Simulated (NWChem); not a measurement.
ZrBrF3; SMILES [F][Zr]([F])([F])[Br]

```xyz
5

Zr     0.0000     0.0000     0.6127
F      1.7430     0.3297     1.2599
F     -0.5859    -1.6743     1.2599
F     -1.1570     1.3446     1.2599
Br     0.0000     0.0000    -1.8849
```
Atoms are numbered in this order, from 1.

Level: PBE0/def2-SVP with def2 effective core potentials on Zr (NWChem), optimised geometry, unscaled harmonic frequencies. This build's default masses of Se (78.918 u) and Br (79.917 u) are each other's, which moves their modes by up to 0.6 %. def2 effective core potentials on Zr; no spin-orbit coupling.

| frequency (cm⁻¹) | IR intensity (km/mol) |
|---|---|
| 113 | 5.0 |
| 113 | 5.0 |
| 153 | 10.2 |
| 162 | 12.6 |
| 162 | 12.6 |
| 309 | 68.8 |
| 696 | 103.3 |
| 715 | 166.2 |
| 715 | 166.2 |

The zero-point energy is 4.5 kcal/mol. The thermal correction to the enthalpy at 298.15 K (with zero-point energy) comes out as 9.4 kcal/mol. The heat capacity Cv is 19.6 cal/(mol K) and the entropy at 298.15 K and 1 atm (symmetry number 3) comes out as 85.4 cal/(mol K).

Rigid rotor and harmonic oscillator.
